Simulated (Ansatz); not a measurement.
HgO₂⁻ (the lowest doublet isomer of a short search). The state is a doublet with charge -1. Geometry PBE-D4/def2-TZVPD, basis def2-TZVPD, Ansatz.

```tsv
atom	x (Å)	y (Å)	z (Å)
Hg1	0.000	0.000	0.000
O2	0.194	1.548	-1.142
O3	-0.195	-1.548	1.142
```

```
run  HOMO (eV)  LUMO (eV)
  A      -0.99       1.10
  B      -1.93       2.20
  C      -0.07       0.70
  D       0.23       0.51
  E      -3.02       3.26
  F       0.14       0.39
```

In the def2 sets Hg takes a core potential; there is no spin–orbit coupling. B3LYP takes the VWN-RPA correlation. The structure comes from a short search, and lower isomers may exist.

HOMO and LUMO are taken over both spins.

Problem. The runs used B3LYP, CAM-B3LYP, PBE, r2SCAN, revPBE, ωB97X-V. Estimate which is which.

Solution. A B3LYP (20 % exact exchange); B CAM-B3LYP (range-separated); C r2SCAN (0 % exact exchange); D revPBE (0 % exact exchange); E ωB97X-V (range-separated); F PBE (0 % exact exchange). Exact exchange lowers occupied and raises empty levels; among semilocal functionals meta-GGAs tend to open the gap a little, and such runs are hard to tell apart. The gap grows from 0.24 eV (PBE) to 6.28 eV (ωB97X-V). At revPBE-D4/def2-TZVPD, PBE-D4/def2-TZVPD the highest occupied level of the charge -1 doublet lies above zero (up to 0.23 eV). By energy differences its removal costs 2.66 eV (vertical, to the charge 0 triplet, at PBE0-D4/def2-TZVPD).
